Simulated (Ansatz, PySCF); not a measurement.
Potential energy curve for LiNa, singlet.

- RHF/LANL2DZ = restricted Hartree-Fock/LANL2DZ, with its core potentials past Ne (PySCF)
- UKS-BLYP = unrestricted BLYP/def2-TZVP (Ansatz, a first-principles code)
- RCCSD(T) = CCSD(T) on RHF/def2-TZVP, frozen core (Ansatz)

Energies are in kJ/mol, each relative to the lowest point of its own curve near equilibrium.

```csv
R / Å,RHF/LANL2DZ,UKS-BLYP,RCCSD(T)
2.31,48.0,30.3,36.2
2.48,26.5,13.7,17.5
2.61,15.0,6.0,8.4
2.76,6.3,1.3,2.4
2.85,3.0,0.1,0.6
2.93,1.2,0.0,0.0
3.04,0.0,0.9,0.4
3.05,0.0,1.1,0.5
3.25,1.6,5.3,4.1
3.37,4.3,9.0,7.6
3.61,12.2,17.6,16.0
3.88,23.9,28.4,26.7
4.44,52.0,50.2,47.1
4.89,74.6,62.2,59.1
5.37,97.1,69.7,67.3
5.89,118.7,73.8,72.1
6.37,136.0,75.7,74.4
7.09,157.6,77.0,76.0
7.87,176.0,77.5,76.6
8.84,193.1,77.7,76.8
```

At the longest distance, 8.84 Å, RHF/LANL2DZ lies highest above its minimum (193.1 kJ/mol) and RCCSD(T) lowest (76.8 kJ/mol).

The restricted form behind RHF/LANL2DZ keeps the bonding electrons paired and can't separate into open-shell fragments. The unrestricted determinant behind UKS-BLYP is spin-contaminated at 4.44 to 8.84 Å (<S²> up to 1.0, against 0.00 for a pure singlet). With two correlated electrons CCSD is exact in the basis where it finds the lowest root (RCCSD(T)).
